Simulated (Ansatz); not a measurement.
The cluster Mg₂S₂⁻. Charge -1, multiplicity 2. Geometry PBE-D4/def2-TZVPD.

```
atom    x (Å)    y (Å)    z (Å)
 Mg1  -0.6540   1.2246   0.0485
 Mg2   0.6542  -1.2246  -0.0485
  S3   0.0460  -0.0509   1.9072
  S4  -0.0462   0.0509  -1.9072
```

At PBE-D4/def2-SVPD, BLYP-D4/def2-TZVPD, r2SCAN-D4/def2-TZVPD the highest occupied level of the charge -1 doublet lies above zero (up to 0.34 eV). By energy differences its removal costs 1.64 eV (vertical, to the charge 0 singlet, at PBE0-D4/def2-TZVPD). The structure comes from a short search, and lower isomers may exist.

Task: Estimate the α-spin orbital energies around the gap (eV) in Ansatz with PBE-D4/def2-SVPD, BLYP-D4/def2-TZVPD, r2SCAN-D4/def2-TZVPD, PBE0-D4/def2-SVPD, BHLYP-D4/def2-TZVPD.

Result: 
```
orbital  PBE-D4/def2-SVPD  BLYP-D4/def2-TZVPD  r2SCAN-D4/def2-TZVPD  PBE0-D4/def2-SVPD  BHLYP-D4/def2-TZVPD
 HOMO−5             -2.66               -2.39                 -2.82              -3.72                -4.53
 HOMO−4             -1.91               -1.60                 -2.01              -2.86                -3.52
 HOMO−3             -1.54               -1.31                 -1.74              -2.62                -3.49
 HOMO−2             -1.42               -1.16                 -1.55              -2.48                -3.34
 HOMO−1             -0.95               -0.76                 -1.16              -1.98                -2.85
   HOMO              0.10                0.34                  0.00              -0.37                -0.60
   LUMO              0.85                1.06                  0.83               1.20                 1.74
 LUMO+1              2.49                2.70                  2.71               2.93                 3.46
 LUMO+2              2.60                2.78                  2.87               2.99                 3.48
 LUMO+3              2.76                2.91                  3.14               3.14                 3.56
 LUMO+4              2.85                2.99                  3.52               3.23                 3.72
 LUMO+5              3.04                3.17                  3.55               3.41                 3.85
 β HOMO             -0.96               -0.76                 -1.18              -2.00                -2.87
 β LUMO              0.96                1.00                  1.31               1.54                 1.98
```
